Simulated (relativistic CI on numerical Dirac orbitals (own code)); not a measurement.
## Ni4+: resonant inelastic scattering at the L2,3 edge

Computed with this model: Dirac-Coulomb-Breit CI, separate exchange-only KLI orbitals for each configuration, model QED, valence Slater integrals scaled by 0.7, Kramers-Heisenberg scattering through one core-hole configuration in a parametric crystal field; configurations [Ar] 3d6 → [He] 2s2 2p5 3s2 3p6 3d7; 10 K; core-hole width 0.4 eV; summed over polarisations. Incident energies are the highest absorption maxima for each field (at most a few, so the weaker spin-orbit partner edge can be absent), on the computed scale of the free ion. Intensities are in per cent of the strongest line above 0.02 eV; levels within 1 cm⁻¹ are merged; final levels count from the ground level, the first row holds all elastic scattering, lines under 0.4 are left out and each table stops after 24 rows. The scale of the Slater integrals is a model choice and moves the terms in proportion.

Field parameters in Wybourne normalisation: Oh B⁴₀ = 21Dq, B⁴₄ = √(5/14) B⁴₀. The field is a parameter set, without covalency.

S is read from ⟨S²⟩ = S(S + 1).

Oh, 10Dq = 5000 cm⁻¹:

```tsv
Final level (eV)	Degeneracy	Irrep	S	860.1 eV	860.8 eV	861.3 eV
0.000	3	T2	2.00	398.0	117.4	299.0
0.041	2	E	2.00	16.5	16.1	60.3
0.048	3	T1	2.00	32.3	14.9	45.2
0.099	1	A1	2.00	3.2	15.1	11.3
0.119	3	T1	2.00	100.0	39.9	34.6
0.130	3	T2	2.00	61.9	32.1	11.5
0.704	1	A2	2.00	15.3	8.7	7.2
0.707	3	T2	2.00	11.3	54.1	80.2
0.711	2	E	2.00	17.6	47.2	45.2
0.716	3	T1	2.00	10.6	28.9	46.0
0.720	1	A1	2.00	0.3	0.3	5.4
2.146	2	E	1.00	1.9	0.7	1.5
2.158	3	T2	1.00	2.0	2.2	5.6
2.198	1	A1	0.95	0.2	0.6	0.9
2.242	3	T1	1.00	5.7	1.4	1.9
2.453	1	A2	1.00	2.0	0.8	0.1
2.460	3	T1	0.99	1.7	2.5	2.4
2.467	3	T2	1.00	1.6	1.1	3.0
2.490	2	E	1.00	3.9	2.3	1.3
2.675	3	T1	0.99	3.3	1.5	2.7
2.675	2	E	1.00	2.1	1.5	1.2
2.695	3	T2	1.00	2.0	2.6	2.2
2.904	3	T1	1.00	6.7	3.2	2.7
2.938	3	T2	0.99	1.2	1.0	1.5
```

Oh, 10Dq = 11300 cm⁻¹:

```
Final level (eV)  Degeneracy  Irrep     S  860.3 eV  861.1 eV  861.5 eV
           0.000           3     T2  2.00     401.1      62.6      81.2
           0.044           2      E  1.99       7.0      16.7      14.9
           0.050           3     T1  2.00      48.0       6.2       6.4
           0.106           1     A1  1.99       2.3       4.3       4.1
           0.119           3     T1  1.99     100.0      17.2      18.6
           0.127           3     T2  1.99      95.0      17.9      13.3
           1.296           1     A1  0.50       0.2       1.5       0.1
           1.457           2      E  1.08       1.6      11.4      10.0
           1.468           3     T2  1.20       6.1      10.9      18.6
           1.480           4  A2+T1  1.99      15.8      25.7      28.6
           1.481           2      E  1.94      18.5       7.4      12.6
           1.481           1     A1  1.99       0.0       2.1       3.3
           1.482           3     T2  1.87      14.6      17.2      21.3
           1.558           3     T1  1.01       6.5       3.2       1.2
           1.742           1     A1  0.74       0.2       0.5       0.2
           2.011           3     T1  0.98      12.6       1.6       4.9
           2.039           2      E  1.00       1.8       8.1       1.3
           2.078           3     T2  1.00       3.4       2.1       9.4
           2.093           1     A2  1.00       2.4       2.2       1.0
           2.553           3     T1  0.51       1.4       0.9       1.0
           2.682           2      E  1.00       1.5       1.2       1.2
           2.698           3     T2  1.00       2.2       3.5       4.3
           2.775           3     T1  0.81       3.5       6.4       2.2
           2.959           2      E  1.00       1.1       3.7       2.3
```

Oh, 10Dq = 17550 cm⁻¹:

| Final level (eV) | Degeneracy | Irrep | S | 860.7 eV | 862.8 eV | 877.6 eV |
| --- | --- | --- | --- | --- | --- | --- |
| 0.000 | 1 | A1 | 0.28 | 257.6 | 58.8 | 51.2 |
| 0.083 | 3 | T2 | 2.00 | 0.2 | 2.8 | 0.9 |
| 0.122 | 2 | E | 1.98 | 10.1 | 0.0 | 3.2 |
| 0.130 | 3 | T1 | 1.99 | 2.3 | 0.1 | 1.7 |
| 0.188 | 1 | A1 | 1.92 | 11.8 | 0.7 | 16.7 |
| 0.194 | 3 | T1 | 1.98 | 12.4 | 0.9 | 0.0 |
| 0.202 | 3 | T2 | 1.98 | 5.5 | 0.2 | 0.7 |
| 0.828 | 2 | E | 1.02 | 8.7 | 3.3 | 37.8 |
| 0.842 | 3 | T2 | 1.03 | 4.8 | 3.6 | 7.2 |
| 0.931 | 3 | T1 | 1.04 | 26.2 | 0.3 | 0.5 |
| 1.012 | 1 | A1 | 1.01 | 2.1 | 0.0 | 46.3 |
| 1.509 | 3 | T1 | 0.97 | 41.9 | 25.1 | 7.3 |
| 1.535 | 2 | E | 1.00 | 16.0 | 32.7 | 1.1 |
| 1.595 | 3 | T2 | 1.00 | 58.6 | 10.9 | 22.2 |
| 1.965 | 3 | T1 | 0.13 | 4.9 | 100.0 | 45.6 |
| 2.321 | 1 | A1 | 1.96 | 1.8 | 5.1 | 0.1 |
| 2.327 | 2 | E | 1.98 | 2.0 | 2.9 | 0.6 |
| 2.332 | 3 | T2 | 1.98 | 3.9 | 0.4 | 2.6 |
| 2.774 | 2 | E | 1.02 | 4.4 | 0.0 | 11.8 |
| 2.786 | 3 | T2 | 1.01 | 2.3 | 6.1 | 4.5 |
| 2.816 | 3 | T1 | 1.02 | 11.5 | 12.4 | 1.1 |
| 2.828 | 1 | A1 | 1.04 | 5.6 | 2.2 | 2.6 |
| 3.018 | 3 | T2 | 0.99 | 3.2 | 3.0 | 6.5 |
| 3.021 | 3 | T1 | 0.99 | 9.0 | 17.5 | 0.4 |

For the first field the strongest loss at the lowest incident energy is the level at 0.12 eV (S = 2.00, against 2.00 in the thermal ground state). Levels of other spin, the first over 8 % at 2.99 eV, appear because spin-orbit coupling of the core hole, and in heavier ions of the valence shell too, mixes spins.
